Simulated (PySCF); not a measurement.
O3Se. Atoms are numbered in the order given.

```xyz
4

Se     0.0000     0.0000     0.0000
O      1.6066     0.0000     0.0000
O     -0.8033     1.3913     0.0000
O     -0.8033    -1.3913     0.0000
```

The structure is a stationary point at B3LYP-D3(BJ)/def2-SVP.

Level of theory: PySCF with PBE/def2-TZVPD.

Symmetry labels are those of the subgroup C2v that the program uses (full group D3h).

Computed valence orbital energies around the gap with their symmetry:
```
orbital  symmetry  energy (eV)
-------  --------  -----------
HOMO−7         B1       -12.48
HOMO−6         A1       -12.48
HOMO−5         B2       -12.45
HOMO−4         A1        -9.45
HOMO−3         B1        -9.45
HOMO−2         B2        -9.28
HOMO−1         A2        -9.28
HOMO           B1        -8.38
LUMO           A1        -4.89
LUMO+1         B2        -4.61
LUMO+2         A1         0.17
LUMO+3         B1         0.28
```
